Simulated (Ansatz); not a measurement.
Coupled-cluster run, ClFH2O3W (`[O]=[W]([OH])([OH])([F])[Cl]`).

```yaml
crystal:
  periodic: [false, false, false]
  atoms:
    - {symbol: O, position_ang: [-0.337710, 0.196231, 1.779483]}
    - {symbol: W, position_ang: [-0.096790, 0.249932, 0.118524]}
    - {symbol: O, position_ang: [1.504199, -0.642348, -0.344764]}
    - {symbol: O, position_ang: [-1.013363, -1.265336, -0.460934]}
    - {symbol: F, position_ang: [1.012453, 1.778184, -0.007321]}
    - {symbol: Cl, position_ang: [-1.703038, 1.617309, -0.799137]}
    - {symbol: H, position_ang: [2.317187, -0.127688, -0.359427]}
    - {symbol: H, position_ang: [-1.590837, -1.863385, 0.017677]}
basis:
  gaussian: {orbitals: def2-TZVPP}
correlation: {method: ccsd_t}
output: {orbitals: {seedname: orbitals}}
```

```sh
$ ansatz run in.yaml --threads 4 --pin off --events-out ev --progress --plain --max-ram 11315MiB
```

Log, shortened:

```
Functional definition: HF
1619 factors; integrals over basis functions are off by at most 9.8e-4 eV
mean field evaluation 1: about -23156.3690 eV, gradient 8.4e1 eV
mean field evaluation 2: about -23156.6993 eV, gradient 8.5e1 eV
mean field evaluation 4: about -23168.5263 eV, gradient 1.5e1 eV
mean field evaluation 8: about -23168.9639 eV, gradient 1.3e0 eV
mean field evaluation 16: about -23168.9685 eV, gradient 2.6e-6 eV
mean field -23168.96852712 eV, -851.4438888808 hartree, gradient 2.5e-6 eV, S^2 0.000000; 0 other end points of the search recorded, 0 dependent functions left out
9 core orbitals not correlated: weight in the atoms' cores, before any rotation towards them, 1.000 or more for the frozen orbitals, at most 0.000 for the correlated occupied ones
reference -23168.96852712 eV, -851.4438888808 hartree; 24, 24 occupied and 217, 217 virtual orbitals, 1619 factors
second order -45.65937018 eV of doubles, -0.00000000 eV of singles
cycle   1  -42.23059834 eV  change     3.4e0 eV  update   2.9e-1
cycle   2  -44.01688000 eV  change    -1.8e0 eV  update   1.9e-1
cycle   3  -44.40001739 eV  change   -3.8e-1 eV  update   4.5e-2
cycle   4  -44.44054549 eV  change   -4.1e-2 eV  update   2.1e-2
cycle   5  -44.39697271 eV  change    4.4e-2 eV  update   6.4e-3
cycle   6  -44.39626111 eV  change    7.1e-4 eV  update   3.2e-3
cycle   7  -44.39834823 eV  change   -2.1e-3 eV  update   1.1e-3
cycle   8  -44.39773166 eV  change    6.2e-4 eV  update   6.2e-4
cycle   9  -44.39778110 eV  change   -4.9e-5 eV  update   2.4e-4
cycle  10  -44.39833895 eV  change   -5.6e-4 eV  update   1.4e-4
cycle  11  -44.39807312 eV  change    2.7e-4 eV  update   6.2e-5
cycle  12  -44.39793319 eV  change    1.4e-4 eV  update   3.7e-5
cycle  13  -44.39803641 eV  change   -1.0e-4 eV  update   1.3e-5
cycle  14  -44.39799865 eV  change    3.8e-5 eV  update   7.0e-6
perturbative correction -2.25007266 eV, -0.0826886452 hartree
Total energy: -23215.61659843 eV, -853.1581738823 hartree
```

Run time 95 s (4 threads of an Intel Xeon 6975P-C on a shared host); peak host memory 7.2 GiB.

Correlation energy per correlated electron: -0.972 eV. T1 diagnostic: 0.0214.
